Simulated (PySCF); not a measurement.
# One molecule, several mistakes: Al2H3NO

All numbers below are calculated, not measured. The program is PySCF 2.14.0, an open-source quantum chemistry code, run on an isolated molecule that a program drew, which may never have been made. The molecule is Al2H3NO (charge 0, singlet), drawn as the SMILES string `[NH]=[Al][AlH][OH]`.

Each row is a Hartree-Fock (HF) and frozen-core CCSD(T) single point in the cc-pV(D+d)Z basis, meant for a local HF minimum. Run 1 is clean. Each other run has one planted mistake out of seven kinds, and not every kind appears here: one electron removed, one electron added, multiplicity raised by two, geometry at a saddle point, minimal basis STO-3G, one bond length entered in bohr, all coordinates scaled. The reference is restricted for singlets and unrestricted otherwise, and also for a bond in bohr. Adding or removing an electron swaps singlet and doublet. Electrons count all cores. HOMO and LUMO are orbital energies over both spins, the gradient is its largest component, and the lowest frequency (negative if imaginary) is given only where the gradient is small. Bond lengths are over the 6 bonds as drawn. T1 is the CCSD diagnostic: over 0.02 (restricted) or 0.045 (unrestricted) a single reference is doubtful.

Geometry of the clean run:
```xyz
7
Al2H3NO, angstrom
N     1.7529   -2.1846    0.6088
Al    1.9050   -0.7992   -0.1808
Al    2.1062    1.4421   -1.4586
O     0.7130    2.2745   -1.8976
H     1.6689   -3.0427    1.0975
H     3.4829    2.0799   -1.8552
H    -0.2028    2.0949   -1.7702
```

```
run,electrons,basis functions,<S^2>,HOMO (eV),LUMO (eV),gradient (hartree/bohr),lowest frequency (cm^-1),mean bond (Å),longest bond (Å),T1,HF (hartree),CCSD(T) (hartree),mistake
1,44,89,0.000,-8.85,0.36,4.2e-05,94,1.5620,2.588,0.0267,-614.91389,-615.44079,no fault
2,44,89,0.000,-9.52,0.62,1.6e-01,-,1.4074,2.332,0.0217,-614.81524,-615.32341,all coordinates scaled
3,43,89,0.760,-15.86,-5.43,6.9e-02,-,1.5620,2.588,0.0189,-614.68190,-615.14635,?
4,45,89,0.769,-0.52,6.21,3.3e-02,-,1.5620,2.588,0.0231,-614.91617,-615.44715,?
```

**Which mistake was planted in run 3, and what did it cost?**

It counts 43 electrons, one fewer than the clean run, at the same geometry and basis. So the mistake is: one electron removed. Subtracting run 1 and multiplying by 627.51 kcal/mol a hartree, the energy moved by 145.6 kcal/mol in HF and 184.8 kcal/mol in CCSD(T).

**Which mistake was planted in run 4, and what did it cost?**

It counts 45 electrons, one more than the clean run, at the same geometry and basis. So the mistake is: one electron added. Subtracting run 1 and multiplying by 627.51 kcal/mol a hartree, the energy moved by -1.4 kcal/mol in HF and -4.0 kcal/mol in CCSD(T).

Cautions from the logs. Run 1: T1 is over the limit, so its CCSD(T) energy is less reliable; run 2: T1 is over the limit, so its CCSD(T) energy is less reliable.
